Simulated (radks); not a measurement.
All-electron atom: Pd2+ in [Kr] 4d8. Calculated with a radial shooting solver on a logarithmic mesh with Libxc functionals: Dirac Kohn-Sham, PBEsol, spin-unpolarised, spherical densities, finite nucleus; open shells are shared between the two j in proportion to 2j + 1; Fermi nuclear charge, rms radius 4.5318 fm.

X-ray form factor f0, the Fourier transform of the density (f0(0) = 44):

sin(theta)/lambda (1/angstrom)  f0 (electrons)
0.05                                    43.449
0.1                                     41.904
0.15                                    39.638
0.2                                     36.985
0.25                                    34.238
0.3                                     31.606
0.4                                     27.098
0.5                                     23.711
0.6                                     21.216
0.8                                     17.688
1                                       14.870
1.25                                    11.760
1.5                                      9.289
2                                        6.462
